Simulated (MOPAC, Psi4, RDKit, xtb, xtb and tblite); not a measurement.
Two geometries of SMILES [GeH3][CH2]CO[SiH3], relaxed at GFN2-xTB with one dihedral held; other torsions can differ between them too.

Structure A

```
15

Si     0.4446    -1.2992     2.6622
O      0.1647    -0.4729     1.3038
C     -0.4307    -0.7745     0.0810
C     -0.9474    -2.1972    -0.0403
Ge    -1.7712    -2.5199    -1.7990
H      1.1021    -0.2559     3.4303
H     -0.7929    -1.7753     3.2918
H      1.3034    -2.4684     2.4390
H      0.3135    -0.5839    -0.7053
H     -1.2590    -0.0670    -0.0670
H     -0.1231    -2.8949     0.1143
H     -1.6777    -2.3844     0.7483
H     -2.9346    -1.6113    -2.0304
H     -0.7963    -2.2886    -2.9075
H     -2.2625    -3.9268    -1.9102
```

Structure B

```
15

Si    -2.3734     1.1801    -0.2688
O     -0.8939     0.5212    -0.2974
C     -0.4590    -0.6975     0.2249
C     -1.1902    -1.8838    -0.3800
Ge    -1.0083    -1.8873    -2.3458
H     -2.0525     2.4733    -0.8487
H     -3.3588     0.4288    -1.0583
H     -2.8745     1.2471     1.1094
H     -0.5827    -0.6882     1.3176
H      0.6120    -0.7710     0.0032
H     -0.7720    -2.8043     0.0303
H     -2.2430    -1.8457    -0.0987
H     -1.6922    -0.7457    -3.0145
H      0.4373    -1.8553    -2.7268
H     -1.5921    -3.1507    -2.9021
```

Task: Which is lower in energy at the level B3LYP-D3(BJ)/def2-TZVP // GFN2-xTB (Psi4), and by how much?

Result: B is lower, by 1.10 kcal/mol (dihedral Si1–O2–C3–C4: 0° in A, 60° in B).

E(B) − E(A) in kcal/mol at the other levels, on the same two geometries: GFN2-xTB (xtb and tblite) -1.33; B3LYP/def2-TZVP // GFN2-xTB (Psi4) -0.06; PBE/def2-TZVP // GFN2-xTB (Psi4) -0.31; PBE-D3(BJ)/def2-TZVP // GFN2-xTB (Psi4) -0.82; UFF // GFN2-xTB (RDKit) -10.01; PM3, restricted, heats of formation // GFN2-xTB (MOPAC) 0.91; PM6, restricted, heats of formation // GFN2-xTB (MOPAC) 78.47; GFN1-xTB // GFN2-xTB (xtb) 0.00.
